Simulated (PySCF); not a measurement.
# Correlation energy of Kr (krypton, neutral)

[Kr], closed-shell 1S. Calculation: PySCF 2.14, in aug-cc-pVTZ-PP with ECP10MDF; scalar relativity through the core potential. Frozen: 3s2 3p6 3d10; 8 electrons correlated.

MP2 pair energies summed by pair of shells (mhartree):

| pair | energy | share (%) |
| --- | --- | --- |
| 4p-4p | -128.22 | 72.3 |
| 4s-4p | -41.55 | 23.4 |
| 4s-4s | -7.62 | 4.3 |

Total MP2 correlation energy: -177.39 mhartree.

Same-spin part -43.83 and opposite-spin part -133.56 mhartree; SCS-MP2 scales them by 1/3 and 6/5 to -174.88 mhartree.
